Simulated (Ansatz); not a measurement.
C2H7AgSi: structure from calculated spectroscopic constants

These gas-phase data were calculated for one isomer of C2H7AgSi at PBE0-D3(BJ)/def2-SVP (harmonic, unscaled wavenumbers; equilibrium rotational constants with average atomic masses):

```
rotational constants            : 6.176, 1.378, 1.186 GHz
all wavenumbers above 1500 cm⁻¹ : 3138, 3132, 3109, 3052, 3043, 2192, 2182
dipole moment                   : 2.10 D (PBE0/def2-TZVPD)
```

Candidates:

(1) `CC[SiH2][Ag]`, a singlet
(2) `C[SiH](C)[Ag]`, a singlet

Problem. Which candidate do the data belong to?

Solution. Candidate (1). 2 modes lie between 2000 and 2380 cm⁻¹, one for each Si–H bond, while (2) has 1.

The same quantities for all candidates:

|  | rotational constants (GHz) | wavenumbers above 1500 cm⁻¹ | dipole (D) | E above the lowest, PBE0-D3(BJ)/def2-SVP (kcal/mol) |
| --- | --- | --- | --- | --- |
| (1) | 6.176, 1.378, 1.186 | 3138, 3132, 3109, 3052, 3043, 2192, 2182 | 2.10 | 9.0 |
| (2) | 5.403, 1.52, 1.272 | 3170, 3169, 3151, 3151, 3050, 3050, 2174 | 1.61 | 0.0 |

Harmonic stretches to hydrogen usually lie a few per cent above observed fundamentals. Each candidate is one conformer. Atoms past krypton carry core potentials. Programs: Ansatz 0.2.0.
